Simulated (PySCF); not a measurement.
Al(Cl)2(SH) (AlCl₂HS), SMILES [SH][Al]([Cl])[Cl]. Atoms are numbered in the order given.

```xyz
5

Al     0.0049     0.0235     0.0000
Cl     1.4260     1.5585     0.0000
Cl    -2.0386     0.4900     0.0000
S      0.6830    -2.0374     0.0000
H     -0.5783    -2.5320     0.0000
```
Charge 0, spin multiplicity 1.

Geometry optimised at B3LYP-D3(BJ)/def2-SVP. Other conformers were not sampled.

Calculation: TDDFT-M06-2X/def2-SVPD in PySCF.

Vertical excitations.  State labels are in the subgroup Cs.

```csv
state,symmetry,energy (eV),λ (nm),f,main pairs
S1,A",5.73,216,0.023,HOMO→LUMO 86 %
S2,A',6.29,197,0.031,HOMO→LUMO+1 83 %
S3,A",6.45,192,0.009,HOMO→LUMO+2 72 %
S4,A",7.06,176,0.000,HOMO−1→LUMO+1 95 %
S5,A',7.07,175,0.036,"HOMO−2→LUMO 70 %, HOMO−1→LUMO 17 %"
S6,A",7.24,171,0.000,"HOMO−2→LUMO+1 61 %, HOMO−3→LUMO 33 %"
S7,A",7.25,171,0.000,"HOMO−3→LUMO 55 %, HOMO−2→LUMO+1 36 %"
S8,A',7.30,170,0.366,"HOMO−1→LUMO 61 %, HOMO−2→LUMO 18 %"
S9,A',7.77,160,0.036,HOMO−3→LUMO+1 87 %
S10,A",7.88,157,0.114,HOMO−4→LUMO 70 %
T1,A",5.42,229,0,HOMO→LUMO 83 %
T2,A',5.56,223,0,HOMO→LUMO+1 94 %
T3,A",6.12,203,0,HOMO→LUMO+2 68 %
T4,A',6.53,190,0,HOMO−1→LUMO 81 %
```
Triplets are in the Tamm–Dancoff approximation, which puts them higher than full response would, so one can lie above its singlet here.
